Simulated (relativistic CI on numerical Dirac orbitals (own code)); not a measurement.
# Radial parameters of Pd⁴⁺

Calculated at this level of theory: Dirac-Coulomb-Breit CI, KLI orbitals optimised for each configuration, model QED (radiative potential, 1s self-energy scaled to tabulated hydrogen-like ionisation energies), valence Slater integrals scaled by 0.85, P86 correlation energy added to each configuration (own radial code, finite nucleus).

Slater integrals F^k, G^k are unscaled and averaged over j, outside the closed core [Ar] 3d10; ζ comes from projecting the Hamiltonian with its Breit term on Σ l·s of the shell.

- 4s2 4p6 4d6: F^2(4d,4d) = 80631, F^4(4d,4d) = 53277, ζ(4d) = 1785.6 cm⁻¹; <r>(4d) = 1.251, <r^2>(4d) = 1.825 (bohr units).
- 4s2 4p6 4d5 5s: F^2(4d,4d) = 82353, F^4(4d,4d) = 54522, ζ(4d) = 1898.4, G^2(4d,5s) = 16967 cm⁻¹; <r>(4d) = 1.227, <r^2>(4d) = 1.753, <r>(5s) = 2.214, <r^2>(5s) = 5.477 (bohr units).
- 4s2 4p6 4d5 4f: F^2(4d,4d) = 82578, F^4(4d,4d) = 54690, ζ(4d) = 1913.7, F^2(4d,4f) = 33740, F^4(4d,4f) = 19081, G^1(4d,4f) = 34837, G^3(4d,4f) = 20540, G^5(4d,4f) = 14181, ζ(4f) = -48.069 cm⁻¹; <r>(4d) = 1.224, <r^2>(4d) = 1.745, <r>(4f) = 2.722, <r^2>(4f) = 8.823 (bohr units).

(1) Give the Racah parameters of the d shell in 4s2 4p6 4d6.

In this model ζ of a weakly bound d, f or g electron outside closed shells comes out too small, for d by up to a factor of two or three and at times with the wrong sign; that of an outer p electron is too small as well.

Averages of the first 10 configurations, taken without configuration mixing, which lowers the lowest level and can move excited configurations by several eV; other configurations of the list can lie among them:

```json
{"Configuration": "4s2 4p6 4d6", "Parity": "even", "States": "210", "Average energy above the lowest level (eV)": "3.7"}
{"Configuration": "4s2 4p6 4d5 5s", "Parity": "even", "States": "504", "Average energy above the lowest level (eV)": "21.2"}
{"Configuration": "4s2 4p6 4d5 4f", "Parity": "odd", "States": "3528", "Average energy above the lowest level (eV)": "45.1"}
{"Configuration": "4s2 4p6 4d5 5p", "Parity": "odd", "States": "1512", "Average energy above the lowest level (eV)": "29.9"}
{"Configuration": "4s2 4p5 4d7", "Parity": "odd", "States": "720", "Average energy above the lowest level (eV)": "59.8"}
{"Configuration": "4s2 4p6 4d5 5d", "Parity": "even", "States": "2520", "Average energy above the lowest level (eV)": "41.8"}
{"Configuration": "4s2 4p6 4d5 6s", "Parity": "even", "States": "504", "Average energy above the lowest level (eV)": "44.2"}
{"Configuration": "4s2 4p6 4d5 6p", "Parity": "odd", "States": "1512", "Average energy above the lowest level (eV)": "47.6"}
{"Configuration": "4s2 4p6 4d4 5s 5p", "Parity": "odd", "States": "2520", "Average energy above the lowest level (eV)": "49.8"}
{"Configuration": "4s2 4p6 4d5 6d", "Parity": "even", "States": "2520", "Average energy above the lowest level (eV)": "52.7"}
```

## Answers

(1) B = F²/49 − 5F⁴/441 = 1041 cm⁻¹ and C = 35F⁴/441 = 4228 cm⁻¹; values fitted to spectra at such low charge are typically 15 to 30 % smaller.
